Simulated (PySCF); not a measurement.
## Dipole moment and polarisability of `CSc1cncnn1`

C4H5N3S.
Cartesian coordinates in Å at the GFN2-xTB level; atoms count from 1:
```xyz
13
C4H5N3S angstrom
C      2.4268    0.7445    0.5767
S      1.6976   -0.9033    0.3748
C      0.0173   -0.4798    0.2729
C     -0.9743   -1.4697    0.1082
N     -2.2344   -1.1257    0.0347
C     -2.4860    0.1854    0.1253
N     -1.5854    1.1266    0.2783
N     -0.3253    0.8012    0.3534
H      3.4991    0.6004    0.6541
H      2.0281    1.1966    1.4787
H      2.1759    1.3481   -0.2892
H     -0.7251   -2.5196    0.0393
H     -3.5186    0.4960    0.0676
```

Level: CAM-B3LYP/def2-SVPD (PySCF), static field, nuclei fixed, core orbitals frozen in the response. The polarisability tensor in these axes (au):

```
x   121.27  -2.44   5.27
y    -2.44  85.76   2.46
z     5.27   2.46  55.08
```

Question: What are the eigenvalues, a third of the trace, and Δα (Δα² = ½Σ(αi − αj)² over the three pairs)?

Answer: Principal values 54.44, 85.84 and 121.83 au; mean 87.37 au = 12.95 Å³ = 14.41 × 10⁻⁴⁰ C²·m²/J; Δα = 58.40 au (67 % of the mean).

Question: What is the dipole moment, and where does it point?

Answer: (1.47, -0.90, 0.05) D, 1.72 D in size, pointing from the negative to the positive side. Measured along this direction, the outermost atoms are H13 at the negative end and H9 at the positive end.

Question: Sum over states: ᾱ = Σ f/ω², ω in Eh. What share falls to these 8 lowest TDDFT singlets (eV, f)? 3.31, 0.0046; 4.20, 0.0000; 4.38, 0.0398; 5.30, 0.2942; 5.53, 0.0003; 5.69, 0.0000; 6.11, 0.0001; 6.46, 0.0029.

Answer: They add up to 9.68 au, 11.1 % of the 87.37 au; the largest single term is 7.76 au, from the state at 5.30 eV. Terms in order: 0.31, 0.00, 1.54, 7.76, 0.01, 0.00, 0.00, 0.05 au. Higher excitations give the rest. The strengths listed sum to 0.342.

Question: Estimate the molar refractivity from the static electronic polarisability.

Answer: Lorentz–Lorenz: R = (4π/3)N_A α = 2.5225 cm³/(mol·Å³) × 12.95 Å³ = 32.7 cm³/mol, in the limit of long wavelengths.

Question: Find the Langevin capture rate constant for H3+ (3.023 u) meeting this molecule (127.020 u), k = 2.342 × 10⁻⁹ cm³/s × √(α in Å³ / reduced mass in u).

Answer: The reduced mass is 2.95 u, so k = 4.90 × 10⁻⁹ cm³/s. The formula leaves out the permanent dipole, which adds to the capture rate.

Question: Rayleigh depolarisation ratio (linearly polarised light, static tensor)?

Answer: ρ = 3Δα²/(45ᾱ² + 4Δα²) = 10233.0/(343503 + 13644.0) = 0.0287.

Geometry: GFN2-xTB, one conformer, isolated molecule.
